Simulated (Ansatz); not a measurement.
The same path of CH$_{5}$B$_{2}$F (9 atoms, charge 0, multiplicity 1) was run twice with different band settings. The coordinate that changes most is the dihedral C1–B2–B3–H9.

Method: RKS PBE0/def2-SVP in Ansatz.

Relaxed end points:

```xyz
9
Properties=species:S:1:pos:R:3
C -0.140 1.282 -0.113
B 0.463 -0.145 -0.308
B -0.084 -1.552 0.460
F -1.071 -2.303 -0.022
H -0.790 1.392 -1.007
H -0.783 1.433 0.765
H 0.596 2.097 -0.190
H 1.396 -0.250 -1.084
H 0.414 -1.953 1.500
```

```xyz
9
Properties=species:S:1:pos:R:3
C -0.147 1.283 -0.113
B 0.466 -0.145 -0.287
B -0.116 -1.565 0.428
F 0.370 -2.045 1.569
H -0.731 1.447 -1.043
H -0.832 1.430 0.734
H 0.618 2.077 -0.120
H 1.377 -0.251 -1.088
H -1.006 -2.231 -0.079
```

Common settings: spring 5.0 eV/Å²; optimiser quadratic models (default); start path through a guess of the saddle point; force threshold 0.05 eV/Å; iteration limit 60; end points relaxed.

| run | movable images | climbing image |
| --- | --- | --- |
| 1 | 7 | yes |
| 2 | 6 | no |

(1) What does each run give, and how far can it be trusted?

## Answers

(1) Run 1: converged after 14 iterations, highest image 0.216 eV above the first end. A vibrational analysis at the climbing image gives one clearly imaginary mode, 133i cm⁻¹: a first-order saddle point.
Run 2: converged after 8 iterations, highest image 0.206 eV above the first end. No image climbed, so the highest image needn't sit at the top of the path.
